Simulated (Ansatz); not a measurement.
`Cl[SiH2]O[SiH](Cl)Cl` → `O[SiH](Cl)Cl` + `[SiH]Cl`  (silylene formation by 1,1-elimination)

Calculated with Ansatz (gas phase, PBE0-D4/def2-TZVP geometries, no zero-point term in ΔE). CCSD(T)/CBS adds triple-zeta CCSD(T) − MP2 to the extrapolated MP2 energy (def2 sets, frozen cores). This one scheme is used for every species. DFT in def2-TZVPP. Each species was taken in one conformer, which may not be the lowest.

`Cl[SiH2]O[SiH](Cl)Cl`:

Z-matrix (Å, degrees):
```
Si
O 1 1.634
Cl 1 2.044 2 109.6
H 1 1.477 2 110.3 3 118.7
H 1 1.474 2 107.6 3 -117.7
Si 2 1.615 1 146.6 3 -75.7
Cl 6 2.037 2 109.9 1 18.6
Cl 6 2.034 2 109.1 1 -100.8
H 6 1.468 2 110.0 1 139.4
```

`O[SiH](Cl)Cl`:

Z-matrix (Å, degrees):
```
Si
Cl 1 2.042
Cl 1 2.041 2 107.4
O 1 1.621 2 111.2 3 -121.9
H 1 1.467 2 109.8 3 119.4
H 4 0.959 1 119.4 2 59.9
```

`[SiH]Cl`:

Cartesian coordinates in Å:
```
Si -0.733 0.358 -0.125
Cl 1.003 0.534 1.001
H -0.269 -0.891 -0.876
```

CCSD(T)/CBS gives +312.6 kJ/mol.

Task: Another level gave +310.7 kJ/mol. Which?
A. ωB97M-V/def2-TZVPP
B. PBE/def2-TZVPP
C. PBE0-D4/def2-TZVPP
D. ωB97X-V/def2-TZVPP

Result: C. PBE0-D4 310.7, ωB97M-V 303.1, ωB97X-V 320.3, PBE 279.5 kJ/mol.

Largest T1 diagnostic among the species: 0.013.

From PBE to PBE0 (25 % exact exchange), in def2-TZVPP and without D4, ΔE moves by +20.2 kJ/mol. The D4 term adds +19.3 kJ/mol with B3LYP and +11.0 kJ/mol with PBE0; it sums over pairs of atoms, weighted by their polarisabilities, and B3LYP, whose exchange is more repulsive, gets the larger term.

B3LYP here is the variant with VWN-RPA as its local correlation; programs differ in this.
